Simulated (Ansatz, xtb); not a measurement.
# C6H4N2S: which of two isomers lies lower

We compare X, `N#Cc1cc[n+]([S-])cc1`, a singlet, with Y, `[H]/N=C\c1ccc(C#N)s1`, a singlet. Both are isolated molecules in the gas phase, relaxed with PBE-D3(BJ)/def2-SVP; the shapes shown needn't be the lowest conformers.

X (Å):

```xyz
13

C    -2.9353    0.6510    0.8031
C    -1.6808    0.6949    0.1269
C    -0.4725    0.9512    0.8237
C     0.7330    0.9889    0.1461
C    -0.3572    0.5315   -1.9065
C    -1.5858    0.4841   -1.2723
N    -3.9698    0.6148    1.3608
N     0.8160    0.7821   -1.2187
S     2.3123    0.8343   -2.0250
H    -0.4772    1.1230    1.9087
H     1.6977    1.1824    0.6324
H    -0.2235    0.3763   -2.9847
H    -2.4844    0.2808   -1.8705
```

Y (Å):

```xyz
13

C    -3.2273   -0.3473    1.6196
C    -2.1803   -0.0339    0.7187
C    -0.9258    0.5095    1.0155
C    -0.1276    0.6918   -0.1359
C    -0.7592    0.2926   -1.3155
C    -0.2660    0.3234   -2.6993
N    -4.0972   -0.6079    2.3670
N     0.8768    0.7335   -3.1206
S    -2.3598   -0.3150   -0.9927
H    -0.6194    0.7582    2.0398
H     0.8900    1.1060   -0.1130
H    -0.9794   -0.0575   -3.4628
H     1.4601    1.0652   -2.3291
```

Estimate E(Y) − E(X) at the level CCSD(T)/def2-SVP + ΔMP2/def2-TZVPP.

Calculated at CCSD(T)/def2-SVP + ΔMP2/def2-TZVPP: E(Y) − E(X) = −8.1 kcal/mol, so structure Y lies lower.

How the difference moves with the method:

| level | geometry | E(Y) − E(X) (kcal/mol) | departure from the last row (kcal/mol) | job, with rough time for the two |
| --- | --- | --- | --- | --- |
| GFN2-xTB | GFN2-xTB | +19.2 | +27.3 | optimisation, 0.2 s |
| HF/STO-3G | GFN2-xTB | −20.7 | −12.6 | single point, 0.52 s |
| r2SCAN-D4/def2-SVP | GFN2-xTB | −0.8 | +7.3 | single point, 4.8 s |
| PBE-D3(BJ)/def2-SVP | PBE-D3(BJ)/def2-SVP | 0.0 | +8.0 | optimisation, 20 s |
| HF/def2-SVP | PBE-D3(BJ)/def2-SVP | −2.9 | +5.2 | part of the CCSD(T) run |
| MP2/def2-SVP | PBE-D3(BJ)/def2-SVP | −7.3 | +0.8 | part of the CCSD(T) run |
| CCSD(T)/def2-SVP | PBE-D3(BJ)/def2-SVP | −6.4 | +1.7 | single point |
| CCSD(T)/def2-SVP + ΔMP2/def2-TZVPP | PBE-D3(BJ)/def2-SVP | −8.1 |  | single point, 1.9 min |

As drawn, Y has 1 N–H, 1 C=N, 1 C–C, 2 C∷S in place of 1 C∷C, 2 C∷N, 1 N–S, 1 C–H (∷ is an aromatic bond). Structure X has a 6-membered ring (with an aromatic ring), Y a 5-membered ring (with an aromatic ring).

GFN2-xTB puts the two in the other order. PBE-D3(BJ)/def2-SVP finds them nearly level. The largest departure from CCSD(T)/def2-SVP + ΔMP2/def2-TZVPP is that of GFN2-xTB, 27.3 kcal/mol. The last row adds to CCSD(T) the change of the MP2 difference between the two basis sets, here −1.7 kcal/mol.

With thermal terms from frequencies at re-optimised GFN2-xTB minima (ideal gas, soft modes damped towards free rotors, one conformer each, 298.15 K, 1 atm): the zero-point term adds −1.1 kcal/mol; ΔH is −8.7 and ΔG −10.2 kcal/mol.

The T1 diagnostic of structure X is large, so the coupled-cluster value is less sure. The correlated steps freeze 13 core orbitals. Run with Ansatz 0.2.0, xtb 6.7.1; the last row on 4 threads of Arm Neoverse V2 on a shared host.
